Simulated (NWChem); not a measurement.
Molecule: C2H6BFO; SMILES CB(F)CO

```xyz
11

C      1.5089    -0.7399    -0.0030
B     -0.0463    -0.5805    -0.0012
F     -0.8414    -1.6610    -0.0013
C     -0.7941     0.8125     0.0006
O      0.1404     1.8897    -0.0015
H      1.9338    -0.2194    -0.8721
H      1.9359    -0.2266     0.8692
H      1.8459    -1.7810    -0.0076
H     -1.4678     0.8484    -0.8764
H     -1.4632     0.8481     0.8811
H     -0.3559     2.7215    -0.0003
```
Atoms are numbered in this order, from 1.

Structure relaxed at the B3LYP/6-31G* (spherical d) level. B3LYP is NWChem's, with the RPA form of VWN correlation.

### Question
Give the principal values of the shielding tensors (ppm) of C1, B2, F3, C4, O5 from B3LYP/6-31G* (spherical d), GIAO (NWChem), with their diamagnetic and paramagnetic parts as GIAO splits them.

### Answer
```csv
atom,σ11,σ22,σ33,isotropic,diamagnetic,paramagnetic
C1,168.2,192.3,197.6,186.0,252.6,-66.5
B2,-5.7,78.1,92.8,55.1,192.7,-137.6
F3,42.0,126.2,470.3,212.8,473.3,-260.5
C4,112.1,116.8,171.7,133.5,248.6,-115.1
O5,269.5,295.3,387.3,317.4,389.6,-72.2
```
